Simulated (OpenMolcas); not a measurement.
**Eu3+ in SrO**

Eu3+ with its 6 nearest oxide ions at 2.416 Å, on the Sr site of SrO (a = 5.1602 Å, distance in the model lattice 2.580 Å). The rest of the host is ab initio model potentials to 7.6 Å, with orthogonalisation functions on the cations behind the ligands, and point charges beyond; the distance is set by hand and nothing relaxes, and no local charge compensation is placed. Ligand basis ANO-RCC-VDZP.
```
Eu    0.0000    0.0000    0.0000
O     2.4160    0.0000    0.0000
O     0.0000    2.4160    0.0000
O    -2.4160    0.0000    0.0000
O     0.0000   -2.4160    0.0000
O     0.0000    0.0000    2.4160
O     0.0000    0.0000   -2.4160
```

```json
{
  "Program": "OpenMolcas",
  "Method": "CASSCF",
  "Basis": "ANO-RCC-VDZP [7s6p4d2f1g]",
  "Scalar Hamiltonian": "DKH2, point nucleus",
  "Active space": "6 electrons in 7 orbitals (4f)",
  "State averaging": "2S+1 = 7 even, 7 roots; 2S+1 = 5 even, 77 roots kept (CI in the orbitals of an earlier block); 2S+1 = 3 even, 3 roots kept (CI in the orbitals of an earlier block)",
  "Spin-orbit coupling": "RASSI with atomic mean-field integrals over the reference wave functions"
}
```

The lowest spin-free states (labels of O, the rotations of Oh), above the lowest:

```
State  Degeneracy  E (cm-1)  Free-ion L (%)
  7T1           3       0.0         F (100)
  7T2           3     575.1         F (100)
  7A2           1     869.9         F (100)
  5T2           3     24322         D (100)
   5E           2     24503         D (100)
  5T2           3     27446         L (100)
   5E           2     27492          L (99)
  5T1           3     27618          L (99)
  5T2           3     27866          L (97)
   5E           2     28270          L (99)
  5T1           3     28297          L (98)
  5A1           1     28342          L (98)
  5A1           1     28970          G (98)
  5T1           3     29017          G (98)
   5E           2     29064          G (98)
  5T2           3     29392          G (97)
  5T1           3     33236         H (100)
  5T2           3     33493         H (100)
   5E           2     33862         H (100)
  5T1           3     33963         H (100)
```

The lowest levels with spin-orbit coupling:

```csv
E (cm-1),Degeneracy,Label,2S+1,J,|mJ| (%)
0.0,1,A1,7,0.21,0 (99)
358.5,3,T1,7,1.10,1 (66)
878.6,2,E,7,2.04,2 (50)
1096,3,T2,7,2.12,1 (64)
1832,1,A2,7,3.03,2 (100)
1929,3,T2,7,2.99,1 (42)
1983,3,T1,7,3.04,3 (41)
2751,3,T2,7,3.98,3 (57)
3032,2,E,7,4.03,2 (50)
3064,3,T1,7,4.01,1 (57)
3093,1,A1,7,4.00,0 (58)
3967,3,T1,7,4.97,3 (59)
4003,2,E,7,4.99,2 (50)
4021,3,T2,7,5.05,2 (33)
4249,3,T1,7,5.01,5 (34)
5151,2,E,7,5.97,0 (43)
5178,3,T2,7,5.97,1 (53)
5243,1,A2,7,5.98,2 (69)
5459,3,T2,7,5.96,5 (41)
5495,3,T1,7,5.98,4 (33)
```

Powder χT (cm3 K/mol): 0.0118 at 2 K, 0.0588 at 10 K, 0.294 at 50 K, 0.587 at 100 K, 1.07 at 200 K, 1.37 at 300 K. The effective moment at 300 K is 2.828 √(χT) = 3.31 μB.

Hund's rules give f6 a J = 0 ground level with no moment of its own; the computed χT of 1.367 cm3 K/mol at 300 K comes from higher levels.

Metal share of the active 4f orbitals (Löwdin): 99, 99, 99, 100, 100, 100, 100 %; Mulliken charge of the metal 2.67.

High states are left out of the spin-orbit mixing, which shifts the levels that they would mix with. Without dynamic correlation the ligand-field splitting of an f shell can come out too small, at times by half. The first state left out of the spin-orbit step lies near 46000 cm-1 above the lowest spin-free state of the reference (among the parities and spins computed), and the lists stop at four fifths of that energy or lower. No measured value stands beside these numbers; the geometry was set by hand and not optimised.

The RASSCF and RASSI steps took 73 s on 1 thread of Intel(R) Xeon(R) 6975P-C (Granite Rapids) (shared host); the integral step is not counted.
